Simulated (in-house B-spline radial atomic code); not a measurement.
Orbital energies and mean radii along the 44-electron series, configuration 1s2 2s2 2p6 3s2 3p6 3d10 4s2 4p6 4d3/2(4) 4d5/2(4). The effective charge is n√(-2ε), a non-relativistic measure. Computed with a radial B-spline atomic code at the basis-set limit: Dirac-Hartree-Fock, jj configuration that fills j = l - 1/2 first, finite nuclei.

```
  ion   Z  energy of 4p3/2 (Eh)  mean radius of 4p3/2 (bohr)  energy of 3d5/2 (Eh)  mean radius of 3d5/2 (bohr)  energy of 3p3/2 (Eh)  mean radius of 3p3/2 (bohr)  effective charge of 4p3/2
La13+  57               -16.155                      0.68101               -40.427                      0.26028               -51.208                      0.28496                     22.737
Ce14+  58               -17.744                      0.66008               -43.528                      0.25396               -54.651                      0.27852                     23.829
Pr15+  59               -19.401                      0.64043               -46.742                      0.24794               -58.213                      0.27235                     24.916
Nd16+  60               -21.124                      0.62193                -50.07                      0.24219               -61.893                      0.26644                     25.999
Pm17+  61               -22.913                      0.60448               -53.511                       0.2367               -65.692                      0.26076                     27.078
Sm18+  62               -24.769                        0.588               -57.064                      0.23146                -69.61                       0.2553                     28.153
Eu19+  63               -26.691                      0.57239                -60.73                      0.22643               -73.646                      0.25006                     29.225
Gd20+  64               -28.679                       0.5576               -64.508                      0.22162                 -77.8                      0.24501                     30.294
Tb21+  65               -30.734                      0.54356               -68.397                      0.21701               -82.073                      0.24015                     31.361
Dy22+  66               -32.855                      0.53021               -72.398                      0.21258               -86.465                      0.23547                     32.425
Ho23+  67               -35.042                       0.5175               -76.511                      0.20833               -90.975                      0.23096                     33.486
Er24+  68               -37.295                      0.50538               -80.736                      0.20425               -95.603                      0.22661                     34.546
Tm25+  69               -39.615                      0.49382               -85.071                      0.20032               -100.35                      0.22241                     35.604
```

**Question.** How does the screening of 4p3/2 change?

**Answer.** Z less the effective charge goes from 34.26 at Z = 57 to 33.40 at Z = 69.
